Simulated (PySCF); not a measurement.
ClH₃Si, charge -1, multiplicity 2. Atoms are numbered in the order given.

```xyz
5

Si    -1.1910    -0.0550     0.0000
Cl     1.2856    -0.0179     0.0000
H     -1.2682     0.8404    -1.2028
H     -2.6441    -0.6072     0.0000
H     -1.2682     0.8404     1.2028
```
Charge -1, spin multiplicity 2.

Coordinates come from a PBE0-D3(BJ)/def2-TZVPD optimisation. The spin state was assumed, not searched. The isomer is the one that the SMILES or the coordinates give; other isomers of the formula were not compared.

The numbers are results of CAM-B3LYP/def2-TZVPD (PySCF), not measurements.

Mulliken values depend strongly on the basis, most of all with diffuse functions as here. ESP charges are fitted to the potential on shells at 1.4 to 2.0 van der Waals radii. Atomic charges (e):

| atom | ESP fit | meta-Löwdin | Mulliken spin |
|---|---|---|---|
| Si1 | (withheld) | 0.11 | 0.72 |
| Cl2 | (withheld) | -0.65 | 0.16 |
| H3 | (withheld) | -0.14 | 0.01 |
| H4 | (withheld) | -0.19 | 0.10 |
| H5 | (withheld) | -0.14 | 0.01 |

Task: What belongs in the gaps? (The exact figures need the calculation; the answer reports its results.)

Result: 
- Si1, ESP fit: 0.04
- Cl2, ESP fit: -0.63
- H3, ESP fit: -0.09
- H4, ESP fit: -0.24
- H5, ESP fit: -0.09
